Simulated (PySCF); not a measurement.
Screening by computed properties: pick the candidate that meets the target.

Species are written as SMILES; each is one conformer at its optimised geometry, gas phase, non-relativistic unless stated. Electronic properties by PySCF.

Dipoles, sizes and rotational constants follow the conformer. The torsions of the flexible species, by atom-mapped SMILES:
- `[CH2:1]=[CH:2][c:3]1[cH:4][cH:5][cH:6][cH:7][cH:8]1`: C1–C2–C3–C4 180°
- `[CH3:1]/[CH:2]=[CH:3]/[CH2:4][S:5](=[O:6])(=[O:7])[OH:8]`: C2–C3–C4–S5 -103°, C3–C4–S5–O6 72°, H–O8–S5–C4 -125°
- `[CH3:1][CH:2]([CH3:3])[N:4]([CH3:5])[CH3:6]`: C1–C2–N4–C5 -75°
- `[CH3:1][C:2](=[O:3])[c:4]1[cH:5][n:6]([CH3:7])[n:8][c:9]1[CH3:10]`: C1–C2–C4–C5 0°
- `[CH3:1][NH:2][C:3]([CH3:4])([CH3:5])[CH3:6]`: C1–N2–C3–C4 -62°

The conformers of `O=S1(=O)CCCCCC1` aren't listed.

(1) Wanted: HOMO energy above -6.5 eV (PBE0/pcSseg-1) and HOMO–LUMO gap below 6 eV (PBE0/pcSseg-1), at GFN2-xTB geometries. Which candidate meets both?
A. `C=CC1=CC=CC=C1`
B. `C/C=C/CS(=O)(=O)O`
C. `O=S1(=O)CCCCCC1`
D. `c1(cn(nc1C)C)C(C)=O`
E. `c1c(F)ccc(F)c1`
F. `CC(C)N(C)C`
G. `CC#CC1C=CC=C1`

(2) Wanted: dipole moment above 0.7 D (PBE0/pcSseg-1) and smallest rotational constant below 1 GHz (GFN2-xTB), at GFN2-xTB geometries. Which candidate meets both?
A. `CNC(C)(C)C`
B. `CC#CC1C=CC=C1`
C. `C/C=C/CS(=O)(=O)O`
D. `C=Cc1ccccc1`

## Answers

(1) G. Computed values:
```
            species  HOMO energy  HOMO–LUMO gap
    O=S1(=O)CCCCCC1     -7.92 eV        8.65 eV
  C/C=C/CS(=O)(=O)O     -7.66 eV        7.36 eV
     c1c(F)ccc(F)c1     -7.23 eV        6.37 eV
c1(cn(nc1C)C)C(C)=O     -7.10 eV        6.14 eV
     C=CC1=CC=CC=C1     -6.62 eV        5.55 eV
      CC#CC1C=CC=C1     -6.37 eV        5.70 eV
         CC(C)N(C)C     -5.86 eV        7.25 eV
```

(2) C. Computed values:
```csv
species,dipole moment,smallest rotational constant
C=Cc1ccccc1,0.15 D,1.207 GHz
CC#CC1C=CC=C1,0.44 D,1.032 GHz
CNC(C)(C)C,0.89 D,2.636 GHz
C/C=C/CS(=O)(=O)O,3.47 D,0.923 GHz
```
